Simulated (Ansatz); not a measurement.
A made-up structure of Si$_{2}$H$_{3}$Br, closed shell:

```
6
angstrom
Si -0.6979 0.3577 -0.9168
Si 0.5672 -0.1025 0.7904
Br 1.9211 -1.8474 0.7567
H -0.0130 0.6653 1.8345
H -1.6874 1.4254 -0.6132
H 1.2150 0.9759 1.5772
```

It is relaxed with PBE-D4/def2-SVP and then PBE0-D4/def2-TZVP (Ansatz 0.2.0). Atoms count as bonded within 1.22 times the sum of their covalent radii (H–H: 0.88 Å). The end point is not checked to be a true minimum.

Q: Does its bonding change? (Judge from chemistry; the calculation decides.)

A: The calculation gives: No: no bond forms or breaks.

Where it ends: The first stage lowers the energy by 2.49 eV in 10 steps. It ends as Si₂H₃Br ([SiH][SiH2][Br]):
```
atom    x (Å)    y (Å)    z (Å)
 Si1  -0.7904   0.2755  -1.0828
 Si2   0.5192   0.0841   0.8869
 Br3   1.8292  -1.7286   0.9446
  H4  -0.3626   0.0132   2.0864
  H5  -1.3069   1.5651  -0.4388
  H6   1.4164   1.2650   1.0325
```

Labels in which every atom is bracketed show which atoms are joined, not bond orders.

For scale, one of the runs: PBE0-D4/def2-TZVP relaxation, 140 basis functions, launched by `ansatz run in.yaml --threads 2 --pin off --events-out ev --progress --plain --max-ram 4352MiB`. Hardware: 2 CPU threads of an Arm Neoverse V2, shared host. Wall time about 16 s.
